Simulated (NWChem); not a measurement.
All runs are NWChem calculations. System: CH2NO, charge 0, spin multiplicity 2, displaced from the optimised geometry. The structure started from a generated list of species. Its SCF solution wasn't tested for a lower state. Level: UPBE0/def2-SVP.

Input file:

```
start mol
memory heap 200 mb stack 900 mb global 1100 mb
geometry units angstroms nocenter noautoz
  N      1.112464    -0.028941     0.000000
  C     -0.186856     0.407086     0.000000
  O     -1.238867    -0.230462     0.000000
  H      1.352194    -1.052825     0.000000
  H      1.892637     0.656591     0.000000
  symmetry group Cs
end
basis spherical
  * library def2-svp
end
dft
  xc pbe0
  odft
  mult 2
  semidirect memsize 60000000 filesize 0
  iterations 100
  grid xcoarse
end
task dft gradient
```

Output (cleaned and shortened):

```
             Northwest Computational Chemistry Package (NWChem) 7.3.0
             --------------------------------------------------------

                                NWChem Input Module
                                -------------------

 Scaling coordinates for geometry "geometry" by  1.889725989
 (inverse scale =  0.529177249)

 Turning off AUTOSYM since
 SYMMETRY directive was detected!

                             Geometry "geometry" -> ""
                             -------------------------

 Output coordinates in angstroms (scale by  1.889725989 to convert to a.u.)

  No.       Tag          Charge          X              Y              Z
 ---- ---------------- ---------- -------------- -------------- --------------
    1 N                    7.0000     1.11246400    -0.02894100     0.00000000
    2 C                    6.0000    -0.18685600     0.40708600     0.00000000
    3 O                    8.0000    -1.23886700    -0.23046200     0.00000000
    4 H                    1.0000     1.35219400    -1.05282500     0.00000000
    5 H                    1.0000     1.89263700     0.65659100     0.00000000

 Effective nuclear repulsion energy (a.u.)      62.6776234705

            Nuclear Dipole moment (a.u.)
            ----------------------------
        X                 Y               Z
 ---------------- ---------------- ----------------
     0.0000132281    -0.0000018897     0.0000000000

      Symmetry information
      --------------------

 Group name             Cs
 Group number              2
 Group order               2
 No. of unique centers     5

      Symmetry unique atoms

     1    2    3    4    5


 Summary of "ao basis" -> "" (spherical)
 ------------------------------------------------------------------------------
       Tag                 Description            Shells   Functions and Types
 ---------------- ------------------------------  ------  ---------------------
 *                          def2-svp                  on all atoms

                                 NWChem DFT Module
                                 -----------------
[...]
          No. of atoms     :     5
          No. of electrons :    23
           Alpha electrons :    12
            Beta electrons :    11
          Charge           :     0
          Spin multiplicity:     2
          Use of symmetry is: on ; symmetry adaption is: on
          Maximum number of iterations: 100
          AO basis - number of functions:    52
                     number of shells:    24
          Convergence on energy requested:  1.00D-06
          Convergence on density requested:  1.00D-05
          Convergence on gradient requested:  5.00D-04

              XC Information
              --------------
                         PBE0 Method XC Functional
                     Hartree-Fock (Exact) Exchange  0.250
          PerdewBurkeErnzerhof Exchange Functional  0.750
            Perdew 1991 LDA Correlation Functional  1.000 local
           PerdewBurkeErnz. Correlation Functional  1.000 non-local

             Grid Information
             ----------------
          Grid used for XC integration:  xcoarse
          Radial quadrature: Mura-Knowles
          Angular quadrature: Lebedev.
          Tag              B.-S. Rad. Rad. Pts. Rad. Cut. Ang. Pts.
          ---              ---------- --------- --------- ---------
          N                   0.65       21           6.0       194
          C                   0.70       21           7.0       194
          O                   0.60       21           8.0       194
          H                   0.35       21           7.0       194
          Grid pruning is: on
          Number of quadrature shells:   105
          Spatial weights used:  Erf1

          Convergence Information
          -----------------------
          Convergence aids based upon iterative change in
          total energy or number of iterations.
          Levelshifting, if invoked, occurs when the
          HOMO/LUMO gap drops below (HL_TOL):  1.00D-02
          DIIS, if invoked, will attempt to extrapolate
          using up to (NFOCK): 10 stored Fock matrices.

                    Damping( 0%)  Levelshifting(0.5)       DIIS
                  --------------- ------------------- ---------------
          dE  on:    start            ASAP                start
          dE off:    2 iters        100 iters           100 iters

      Screening Tolerance Information
      -------------------------------
          Density screening/tol_rho:  1.00D-10
          AO Gaussian exp screening on grid/accAOfunc:  14
          CD Gaussian exp screening on grid/accCDfunc:  20
          XC Gaussian exp screening on grid/accXCfunc:  20
          Schwarz screening/accCoul:  1.00D-08

                            NWChem DFT Gradient Module
                            --------------------------

  charge          =   0.00
  wavefunction    = open shell

  Using symmetry

                         DFT ENERGY GRADIENTS

    atom               coordinates                        gradient
                 x          y          z           x          y          z
   1 N       2.102252  -0.054691   0.000000    0.009176   0.000333   0.000000
   2 C      -0.353107   0.769281   0.000000    0.024149   0.043719   0.000000
   3 O      -2.341119  -0.435510   0.000000   -0.060192  -0.033780   0.000000
   4 H       2.555276  -1.989551   0.000000    0.007156  -0.025990   0.000000
   5 H       3.576565   1.240777   0.000000    0.019711   0.015718   0.000000

                 ----------------------------------------
                 |  Time  |  1-e(secs)   |  2-e(secs)   |
                 ----------------------------------------
                 |  CPU   |       0.00   |       0.57   |
                 ----------------------------------------
                 |  WALL  |       0.00   |       0.57   |
                 ----------------------------------------

 Task  times  cpu:        1.0s     wall:        1.0s

 Total times  cpu:        1.0s     wall:        1.0s
```
